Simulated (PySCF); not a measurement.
**Name the molecule from its bond curve**

A diatomic of charge 0 contains Ho. Its septet curve at PBE0 in a triple-zeta basis (spin-free X2C with a Gaussian nucleus, PySCF), in eV from the separated fragments:

R (Å), E (eV) and a bar:
```
    2.011     -0.658 #####################
    2.104     -0.926 ##########
    2.198     -1.085 ###
    2.268     -1.144 #
    2.338     -1.162 
    2.408     -1.145 #
    2.502     -1.080 ###
    2.619     -0.950 #########
    2.759     -0.749 #################
    2.946     -0.446 ##############################
```

The fit gives ωe = 431 cm⁻¹ and the rotational constant Bₑ = 0.2992 cm⁻¹.

Which atom is the partner?

The minimum lies at 2.336 Å, so the reduced mass is 16.8576 u Å² cm⁻¹/(Bₑ·Re²) = 10.32 u. With Ho at 164.93 u the partner weighs about 11.0 u: B. The molecule is HoB.

Spin–orbit coupling is left out. With d or f electrons several states lie close, and the lowest PBE0 determinant need not be the measured ground state.
